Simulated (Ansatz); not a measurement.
CH$_{4}$B$_{2}$F$_{2}$O$_{2}$ (`OBCOB(F)F`), relaxed with RKS PBE-D4/def2-SVP in Ansatz from a rough embedded geometry. The force threshold is 0.03 eV/Å; the program also tests the step.

Total charge 0; spin multiplicity 1.

Start:

```xyz
11

O    -1.920   -0.810    1.417
B    -1.512    0.278    0.549
C    -0.020    0.384    0.025
O     0.338   -0.652   -0.724
B     1.687   -0.588   -1.214
F     1.982    0.066   -2.499
F     2.776   -1.131   -0.449
H    -1.710   -0.536    2.323
H    -2.307    1.130    0.228
H     0.051    1.380   -0.568
H     0.635    0.480    0.914
```

```
step  energy (eV)  largest force (eV/Å)  largest move (Å)
   1  -11963.8884                 5.765             0.000
   2  -11964.7968                 2.068             0.181
   3  -11965.0070                 1.905             0.198
   4  -11965.2419                 1.789             0.200
   5  -11965.4938                 1.411             0.200
   6  -11965.7155                 0.802             0.200
   7  -11965.8467                 0.334             0.172
   8  -11965.9580                 0.901             0.193
   9  -11966.0897                 0.872             0.196
  10  -11966.1018                 1.601             0.192
  11  -11966.3505                 0.544             0.200
  12  -11966.3766                 0.281             0.132
  13  -11966.3882                 0.099             0.036
  14  -11966.3918                 0.079             0.050
  15  -11966.3931                 0.032             0.023
  16  -11966.3932                 0.028             0.015
```

End:

```xyz
11

O    -1.762   -0.816    1.137
B    -1.531    0.425    0.655
C    -0.100    0.763    0.057
O     0.730   -0.418    0.139
B     1.638   -0.735   -0.813
F     1.842    0.026   -1.894
F     2.346   -1.854   -0.678
H    -0.941   -1.350    1.040
H    -2.431    1.244    0.706
H    -0.167    1.132   -0.990
H     0.377    1.583    0.641
```

It took 25 s on 4 threads of an Arm Neoverse V1 on a shared host, with 0.16 GiB of host memory at the peak.
